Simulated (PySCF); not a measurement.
# C₆ coefficients of unlike pairs at UHF

Calculated with PySCF 2.14 from the dipole response of each species, C₆(A,B) = (3/π) ∫ α_A(iu) α_B(iu) du, in atomic units, from isotropic polarisabilities. For ions this is the dispersion term alone; charge-induced terms of lower order in 1/R come first.

```csv
species,configuration,basis,relativity,α (bohr³),C₆ (like pair)
N,[He] 2s2 2p3 (4S),aug-cc-pwCVQZ (9s8p6d4f2g),none,7.173,23.29
Sb³⁺,[Kr] 4d10 5s2 (1S),"aug-cc-pVTZ-PP with one added diffuse shell each of d, f type with ECP28MDF (6s5p5d3f)",core potential,12.12,54.35
Si,[Ne] 3s2 3p2 (3P),def2-TZVPPD (6s5p4d1f),none,37.89,309.7
Ne⁺,[He] 2s2 2p5 (2P),dyall-av3z (15s9p3d2f),none,1.215,2.100
```

Q: Estimate C₆ for Si with N.

A: The integral gives 79.32. The combination rule 2 C_A C_B / (C_A α_B/α_A + C_B α_A/α_B) gives 79.41 and the geometric mean 84.93.

No spin-orbit coupling is included.

The other pairs:

| pair | C₆ |
| --- | --- |
| Ne⁺, N | 6.188 |
| Si, Sb³⁺ | 125.0 |
| Ne⁺, Si | 17.77 |
| Sb³⁺, N | 35.40 |
| Ne⁺, Sb³⁺ | 9.062 |
